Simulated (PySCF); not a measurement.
CHO2, SMILES O=C[O], multiplicity 2. Atoms are numbered in the order given.

```xyz
4

O      0.0000     1.1607     0.1598
C      0.0000     0.0000    -0.1979
O      0.0000    -1.1607     0.1598
H      0.0000     0.0000    -1.3688
```
Charge 0, spin multiplicity 2.

Geometry: PBE0-D3(BJ)/def2-TZVP. The geometry has at least one imaginary mode, so it is a saddle point at that level. The isomer is the one that the SMILES or the coordinates give; other isomers of the formula were not compared.

Two levels are set side by side: PBE/pcH-1 (PySCF) and B3LYP/pcH-1 (PySCF). Contact hyperfine couplings, same geometry. Differences are taken from unrounded values.

| quantity | B3LYP | PBE | PBE minus B3LYP |
|---|---|---|---|
| A(iso) of 17O, atom O1 (MHz) | -24.3 | -16.8 | 7.6 |
| A(iso) of 13C, atom C2 (MHz) | -93.5 | -73.7 | 19.8 |
| A(iso) of 17O, atom O3 (MHz) | -24.3 | -16.8 | 7.6 |
| A(iso) of 1H, atom H4 (MHz) | 721.7 | 675.7 | -46.1 |

Rough cost on one machine, each run with all the roots and properties that it gave: B3LYP against PBE within a factor of 2.
